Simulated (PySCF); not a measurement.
Substituent effects on chemical shifts

Parent skeleton `[CH2:1]=[CH:2][B:3]([OH:4])[OH:5]`; one hydrogen on atom 2 is replaced by X. Hydrogens on one atom are averaged.

- PBE0-D3(BJ)/def2-SVP structure
- NMR shieldings at PBE0/pcSseg-1/GIAO
- program: PySCF 2.14
- one computed conformer, no relativistic terms, no solvent, one averaged value for each set of equivalent atoms

Chemical shifts δ = σref − σ; ¹³C, ¹H against TMS; ¹¹B vs BF3·OEt2; ¹⁷O against H2O, all at this level.

Task: Give δ (ppm) for X = propynyl, CH2SiH3, F.

Result: 
| X | SMILES | C1 | C2 | B3 | O4/O5 | H(C1) |
| --- | --- | --- | --- | --- | --- | --- |
| propynyl | C=C(C#CC)B(O)O | 141.2 | 138.3 | 25.9 | 116.8 | 5.97 |
| CH2SiH3 | C=C(C[SiH3])B(O)O | 129.4 | 154.0 | 26.6 | 114.2 | 5.53 |
| F | C=C(F)B(O)O | 115.8 | 174.0 | 23.0 | 115.6 | 5.59 |

Task: Which position responds most, and to which substituents?

Result: C2: from 138.3 ppm with propynyl to 174.0 ppm with F.

Experimental scales use liquid or dissolved standards, which lie at an offset from isolated H2O (liquid H2O: subtract about 36 ppm).
